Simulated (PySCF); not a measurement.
## Which determinant of BeCl lies lowest?

Unrestricted PBE0; Be def2-TZVPP, Cl def2-TZVPP; no relativity (PySCF 2.14). Outer shells of the fragments: Be 2s2; Cl 3s2 3p5.

Followed along the bond (rough minima from three points):

```csv
2Ms+1,unpaired,⟨S²⟩ at the start,R at minimum (Å),Te (eV)
2,σ ↑,0.75,1.82,0.00
4,"σ ↑, π ↑↑",3.75,none in the scan,≤ 6.30
```

Solutions found at the starting distance of 1.930 Å, counted from the lowest of them; the search is not exhaustive and high or unbound solutions are not listed, so other states can lie among these:

```json
{"2Ms+1": "2", "unpaired": "σ ↑", "term": "²Σ⁺", "E (eV)": "0.00", "⟨S²⟩": "0.75", "⟨Lz²⟩": "0.00", "μ (D)": "-1.38"}
{"2Ms+1": "2", "unpaired": "π ↑", "term": "²Π", "E (eV)": "3.21", "⟨S²⟩": "0.76", "⟨Lz²⟩": "1.00", "μ (D)": "-3.56"}
{"2Ms+1": "2", "unpaired": "π ↑", "term": "²Π", "E (eV)": "5.57", "⟨S²⟩": "0.76", "⟨Lz²⟩": "1.01", "μ (D)": "5.23"}
{"2Ms+1": "4", "unpaired": "σ ↑, π ↑↑", "term": "mixed", "E (eV)": "6.39", "⟨S²⟩": "3.75", "⟨Lz²⟩": "2.01", "μ (D)": "3.76"}
{"2Ms+1": "4", "unpaired": "σ ↑, π ↑↑", "term": "mixed", "E (eV)": "6.62", "⟨S²⟩": "3.75", "⟨Lz²⟩": "2.01", "μ (D)": "3.85"}
{"2Ms+1": "4", "unpaired": "σ ↑↑, π ↑", "term": "⁴Π", "E (eV)": "7.88", "⟨S²⟩": "3.76", "⟨Lz²⟩": "1.00", "μ (D)": "3.49"}
{"2Ms+1": "4", "unpaired": "σ ↑↑, π ↑", "term": "⁴Π", "E (eV)": "8.92", "⟨S²⟩": "3.75", "⟨Lz²⟩": "1.01", "μ (D)": "0.83"}
{"2Ms+1": "4", "unpaired": "π ↑↑↑", "term": "⁴Π", "E (eV)": "9.26", "⟨S²⟩": "3.76", "⟨Lz²⟩": "1.01", "μ (D)": "1.92"}
```

A term symbol is given only where ⟨S²⟩ and ⟨Lz²⟩ are close to those of a pure state; real π, δ and φ orbitals otherwise mix terms. A positive dipole means Be(−)Cl(+).

Counting both spins, an empty level lies below a filled one in some of these solutions, because spin and occupation are held.
